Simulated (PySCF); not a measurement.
An unknown gives this computed stick spectrum. Computed with PySCF, TDDFT wB97X-D/def2-SVPD, vertical, gas phase, core orbitals frozen in the response. Geometries: GFN2-xTB, one conformer each.

```json
{"state": "S1", "E (eV)": "5.04", "λ (nm)": "246.1", "f": "0.0001"}
{"state": "S2", "E (eV)": "5.87", "λ (nm)": "211.4", "f": "0.0002"}
{"state": "S3", "E (eV)": "6.17", "λ (nm)": "201.0", "f": "0.098"}
{"state": "S4", "E (eV)": "6.83", "λ (nm)": "181.6", "f": "0.116"}
{"state": "S5", "E (eV)": "6.91", "λ (nm)": "179.3", "f": "0.0018"}
{"state": "S6", "E (eV)": "7.54", "λ (nm)": "164.5", "f": "0.016"}
{"state": "S7", "E (eV)": "7.58", "λ (nm)": "163.5", "f": "0.0020"}
{"state": "S8", "E (eV)": "7.77", "λ (nm)": "159.6", "f": "0.032"}
```

Triplets computed (Tamm–Dancoff): 4.65, 4.80, 5.14 eV.

Orbital energies (eV): HOMO-3 -10.30, HOMO-2 -9.97, HOMO-1 -9.90, HOMO -9.47, LUMO 1.07, LUMO+1 2.04, LUMO+2 2.34.

Question: Which structure fits? All have the formula C5H7NO.
A. `C=CC(=C)NC=O`
B. `C=C=CCNC=O`
C. `CCC#CC(N)=O`

Answer: C. Its S1, at 5.04 eV, is the lowest among the candidates; the nearest of the others has S1 at 5.34 eV. S1 is HOMO→LUMO (95%). Löwdin shares by element: HOMO oxygen 51%, carbon 39% or more; LUMO carbon 58% or more, oxygen 18% (atoms not listed hold the other 23%). At the same level the other candidates give, for their lowest levels:
- `C=CC(=C)NC=O`: 5.34 eV (f 0.001); 5.49 eV (f 0.301); 6.33 eV (f 0.228); 6.58 eV (f 0.003); 6.69 eV (f 0.282); T1 3.25 eV; HOMO -8.57, LUMO 0.56 eV
- `C=C=CCNC=O`: 5.86 eV (f 0.000); 5.88 eV (f 0.001); 6.55 eV (f 0.001); 7.25 eV (f 0.016); 7.32 eV (f 0.040); T1 4.78 eV; HOMO -9.36, LUMO 1.71 eV

Shape of the structure used: `[CH3:1][CH2:2][C:3]#[C:4][C:5]([NH2:6])=[O:7]`: H–N6–C5–C4 180°, H–N6–C5–C4 0°.
